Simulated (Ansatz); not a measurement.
Ansatz (a first-principles code) input file for InClI2, SMILES [Cl][In]([I])[I], B3LYP-D3(BJ)/def2-SVP. 

Ansatz 0.2 input:
```yaml
crystal:
  periodic: [false, false, false]
  atoms:
    - {symbol: In, position_ang: [-0.00000000, -0.00000001, -0.59184234]}
    - {symbol: Cl, position_ang: [0.00000000, -0.00000001, -2.87896258]}
    - {symbol: I, position_ang: [0.00000000, -2.34546466, 0.73530792]}
    - {symbol: I, position_ang: [0.00000000, 2.34546467, 0.73530791]}
basis:
  gaussian:
    orbitals: def2-SVP
hamiltonian:
  xc: b3lyp
  dispersion: d3bj
relax: {f_tol: 0.002, max_steps: 200}
```

Output:

```
WARN ansatz: RAYON_NUM_THREADS=1 ignored (pool sized by the plan → 1); use --threads N
Functional definition: B3LYP
integrals: 0.06 GiB planned
1284 factors; integrals over basis functions are off by at most 2.0e-4 eV
mean field: 0.60 GiB planned
mean field evaluation 1: about -33904.5204 eV, gradient 1.9e1 eV
mean field evaluation 2: about -33903.0220 eV, gradient 3.0e1 eV
mean field evaluation 4: about -33905.7087 eV, gradient 5.8e-1 eV
mean field evaluation 8: about -33905.7390 eV, gradient 2.0e-2 eV
mean field -33905.73896214 eV, -1246.0129247235 hartree, gradient 7.2e-5 eV, S^2 0.000000; 0 other end points of the search recorded, 0 dependent functions left out
the calculation of the forces begins
reference -33905.73920960 eV, -1246.0129338172 hartree; 44, 44 occupied and 52, 52 virtual orbitals, 1284 factors
relax step   1: F+E_penalty+E_count = -33906.06709215 eV  Δ(F+E_penalty+E_count) = +0.000e0 eV  max|allowed force component| = 1.157e0 eV/Å  Δτ_max = 0.0000 Å  (26 SCF iters, accepted)
these checks for a lower state are left out or cut short: starts, cluster_reference, orbital_swaps, neighbouring_geometries, increment
integrals: 0.06 GiB planned
1284 factors; integrals over basis functions are off by at most 2.2e-4 eV
mean field: 0.60 GiB planned
mean field evaluation 16: about -33905.7311 eV, gradient 6.2e0 eV
mean field -33905.77318250 eV, -1246.0141822985 hartree, gradient 1.7e-5 eV, S^2 0.000000; 0 other end points of the search recorded, 0 dependent functions left out
the calculation of the forces begins
reference -33905.77342978 eV, -1246.0141913858 hartree; 44, 44 occupied and 52, 52 virtual orbitals, 1284 factors
relax step   2: F+E_penalty+E_count = -33906.10076015 eV  Δ(F+E_penalty+E_count) = -3.367e-2 eV  max|allowed force component| = 9.094e-2 eV/Å  Δτ_max = 0.0431 Å  (32 SCF iters, accepted)
these checks for a lower state are left out or cut short: starts, cluster_reference, orbital_swaps, neighbouring_geometries, increment
integrals: 0.06 GiB planned
1284 factors; integrals over basis functions are off by at most 2.2e-4 eV
mean field: 0.60 GiB planned
mean field -33905.77479565 eV, -1246.0142415806 hartree, gradient 1.6e-5 eV, S^2 0.000000; 0 other end points of the search recorded, 0 dependent functions left out
the calculation of the forces begins
reference -33905.77504309 eV, -1246.0142506738 hartree; 44, 44 occupied and 52, 52 virtual orbitals, 1284 factors
relax step   3: F+E_penalty+E_count = -33906.10163584 eV  Δ(F+E_penalty+E_count) = -8.757e-4 eV  max|allowed force component| = 6.756e-3 eV/Å  Δτ_max = 0.0190 Å  (32 SCF iters, accepted)
these checks for a lower state are left out or cut short: starts, cluster_reference, orbital_swaps, neighbouring_geometries, increment
integrals: 0.06 GiB planned
1284 factors; integrals over basis functions are off by at most 2.2e-4 eV
mean field: 0.60 GiB planned
mean field evaluation 32: about -33905.7457 eV, gradient 2.0e-1 eV
mean field -33905.77473820 eV, -1246.0142394692 hartree, gradient 1.0e-5 eV, S^2 0.000000; 0 other end points of the search recorded, 0 dependent functions left out
the calculation of the forces begins
reference -33905.77498562 eV, -1246.0142485619 hartree; 44, 44 occupied and 52, 52 virtual orbitals, 1284 factors
relax step   4: F+E_penalty+E_count = -33906.10165126 eV  Δ(F+E_penalty+E_count) = -1.542e-5 eV  max|allowed force component| = 1.322e-3 eV/Å  Δτ_max = 0.0023 Å  (25 SCF iters, accepted)
integrals: 0.06 GiB planned
1284 factors; integrals over basis functions are off by at most 2.2e-4 eV
mean field: 0.60 GiB planned
mean field -33905.77473820 eV, -1246.0142394692 hartree, gradient 1.0e-5 eV, S^2 0.000000; 1 other end points of the search recorded, 0 dependent functions left out
the calculation of the forces begins
reference -33905.77498562 eV, -1246.0142485619 hartree; 44, 44 occupied and 52, 52 virtual orbitals, 1284 factors
Total energy: -33906.10189869 eV, -1246.0262623955 hartree
Atom 0 at    -0.000000    -0.000000    -0.554764 Å, force     0.000000    -0.000000     0.001322 eV/Å
Atom 1 at     0.000000    -0.000000    -2.907525 Å, force    -0.000000    -0.000000    -0.000455 eV/Å
Atom 2 at     0.000000    -2.344654     0.731050 Å, force    -0.000000     0.000463    -0.000434 eV/Å
Atom 3 at     0.000000     2.344654     0.731050 Å, force    -0.000000    -0.000463    -0.000434 eV/Å
Dipole moment:     0.000000    -0.000000     0.206760 e Å
```

Self-consistency was reached.

Cost: roughly 19 core-seconds.
